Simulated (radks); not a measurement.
Values are calculated unless marked as measured or tabulated.
Q: Coulomb parameter of the 4f shell of the samarium ion Sm+ in the model configuration [Xe] 4f5.5 6s1.5, as a second difference U = [E(n + 0.5) + E(n - 0.5) - 2 E(n)] / (0.5)^2 with all orbitals relaxed. "Bare": the charge of the atom changes with n. "Screened": the 6s shell takes up the change at fixed total charge, which measures U(4f,4f) + U(6s,6s) - 2 U(4f,6s). Code: a radial shooting solver on a logarithmic mesh with Libxc functionals. Model: scalar-relativistic Kohn-Sham, PBEsol, spin-unpolarised, spherical densities, finite nucleus; Fermi nuclear charge, rms radius 5.0819 fm. Estimate both.

A: U(bare) = 14.856 eV, U(screened by 6s) = 6.381 eV, against the Slater integral F0(4f,4f) = 26.798 eV with frozen orbitals.
